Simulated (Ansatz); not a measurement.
Total energies of `[SiH3]C1N[SiH2]1`.

```xyz
11

Si    0.1486   -1.5452    0.3411
C    -0.5217   -0.0329   -0.5064
N     0.4281    0.9507   -1.1500
Si   -0.3017    1.6136    0.2681
H    -0.9215   -2.2248    1.1183
H     0.7136   -2.5170   -0.6377
H     1.2505   -1.1360    1.2568
H    -1.4092   -0.1995   -1.1172
H     1.3956    0.6568   -1.1675
H    -1.2360    2.7379    0.0570
H     0.4537    1.6965    1.5375
```

Charge 0, multiplicity 1. Geometry: relaxed with PBE0-D4/def2-TZVP. Basis def2-TZVPP, Ansatz.

RPA on PBE orbitals: Hartree–Fock energy of these orbitals -674.21533 Eh, correlation -1.10526 Eh (frozen core).

```csv
functional,energy without D4 (Eh),D4 term (kJ/mol)
LDA (SPW92),-672.89339,–
PBE,-675.63861,-24.1
BLYP,-676.01354,-53.0
r2SCAN,-675.95772,-5.7
B97M-V,-675.91245,–
PBE0,-675.70696,-20.3
r2SCANh,-675.94973,-6.1
r2SCAN0,-675.93876,-6.8
BHLYP,-676.00637,-30.5
CAM-B3LYP,-676.02862,-20.6
LC-ωPBE,-675.82614,–
ωB97X-V,-675.94841,–
ωB97M-V,-675.97409,–
B2PLYP,-675.74076,–
```

Give the same for revPBE, B3LYP, HSE06 (plane-wave form), PBE-QIDH. (Estimate.)

The calculation gave: 
| functional | energy without D4 (Eh) | D4 term (kJ/mol) |
| --- | --- | --- |
| revPBE | -675.91608 | -71.6 |
| B3LYP | -676.11473 | -39.0 |
| HSE06 (plane-wave form) | -675.68816 | -19.0 |
| PBE-QIDH | -675.52332 | – |

B3LYP takes the VWN-RPA correlation (the form of Gaussian; ORCA's B3LYP/G). HSE06 is the plane-wave form, built on full-range PBE exchange. The double hybrids freeze the cores in their second-order part.

LC-ωPBE has ω = 0.4 bohr⁻¹.
